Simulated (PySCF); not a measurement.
## What builds the third ionisation energy along group 14

Calculated with PySCF 2.14 from differences of total energies of unrestricted determinants, without spin-orbit coupling. Each column adds one step, in eV (sums use unrounded values): valence MP2, valence CCSD, valence triples, then the next inner shell at CCSD(T) (C 1s, Si 2s 2p, Ge 3s 3p 3d, Sn 4s 4p 4d, Pb 5s 5p 5d). References (NIST) marked * lie between the lowest fine-structure levels; the others compare directly ((s) semi-empirical, (t) theoretical).

| element | UHF | + MP2 | + CCSD | + (T) | + inner shell | sum | reference |
| --- | --- | --- | --- | --- | --- | --- | --- |
| C [He] 2s2 → [He] 2s1 (def2-TZVPPD, non-relativistic) | 45.776 | 1.158 | 0.820 | 0.000 | -0.005 | 47.749 | 47.888 |
| Si [Ne] 3s2 → [Ne] 3s1 (def2-TZVPPD, non-relativistic) | 31.978 | 0.868 | 0.355 | 0.000 | 0.150 | 33.350 | 33.493 |
| Ge [Ar] 3d10 4s2 → [Ar] 3d10 4s1 (def2-TZVPPD, non-relativistic) | 31.715 | 0.788 | 0.306 | 0.000 | 0.344 | 33.152 | 34.058 |
| Sn [Kr] 4d10 5s2 → [Kr] 4d10 5s1 (def2-TZVPPD with the def2 core potential (28 electrons), ECP) | 28.541 | 0.683 | 0.257 | 0.000 | 0.819 | 30.300 | 30.506 |
| Pb [Xe] 4f14 5d10 6s2 → [Xe] 4f14 5d10 6s1 (def2-TZVPPD with the def2 core potential (60 electrons), ECP) | 29.764 | 0.565 | 0.189 | 0.000 | 1.088 | 31.606 | 31.937 |

What remains against the references is mostly basis incompleteness.

These are valence bases, so the inner-shell step is incomplete.
